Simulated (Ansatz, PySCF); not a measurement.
Torsion H3–Se1–Se2–H4 in H2Se2 (SMILES [SeH][SeH]); at each angle all else is relaxed with GFN2-xTB, and the levels are single points there.
Geometry at 90° (charge 0, multiplicity 1):
| atom | x (Å) | y (Å) | z (Å) |
|---|---|---|---|
| Se | -1.0777 | 0.6753 | 0.3609 |
| Se | 1.0734 | 0.5155 | -0.3694 |
| H | -1.6060 | -0.4878 | -0.3420 |
| H | 0.9313 | 1.3360 | -1.5663 |

On the grid 0° to 330°, 0° is the highest and 90° the lowest point at CCSD(T)/CBS(cc-pVTZ, cc-pVQZ).

Frozen-core correlation. Filled d and f shells under p-block atoms count as core. CBS(a, b) extrapolates the correlation energy as X⁻³ and adds the Hartree–Fock energy of set b.

Codes used: Ansatz (Gaussian orbitals); PySCF for the dispersion terms. Values without a source in brackets are computed.

**Question.** Estimate the energy at 0° less that at 90° that PBE0-D4/def2-TZVPP returns for this input.

**Answer.** 292 meV

Ansatz is a program for electronic structure.
